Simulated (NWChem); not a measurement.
SiH3TeF; SMILES F[Te][SiH3]

```xyz
6

Te    -0.3202     0.5051     0.0000
F      1.5873     0.9395     0.0000
Si     0.1307    -1.9591     0.0000
H      0.8843    -2.3604     1.2212
H      0.8843    -2.3604    -1.2212
H     -1.2316    -2.5739     0.0000
```
Atoms are numbered in this order, from 1.

All runs use the structure optimised with PBE0/def2-SVP. No frequency run checked for a minimum. def2 effective core potentials on Te; no spin-orbit coupling.

Symmetry labels are those of Cs in the frame above (b1 and b2, or b-type labels, depend on it).

Q: List the 4 lowest vertical singlet excitations from PBE/def2-SVPD with def2 effective core potentials on Te, TDA (NWChem).

A: 
| state | energy (eV) | oscillator strength | symmetry | leading excitation (squared amplitude) |
|---|---|---|---|---|
| S1 | 2.30 | 0.001 | a" | HOMO → LUMO (0.99) |
| S2 | 4.22 | 0.009 | a" | HOMO → LUMO+1 (0.99) |
| S3 | 4.24 | 0.002 | a' | HOMO−1 → LUMO (0.98) |
| S4 | 5.15 | 0.026 | a" | HOMO → LUMO+2 (0.98) |
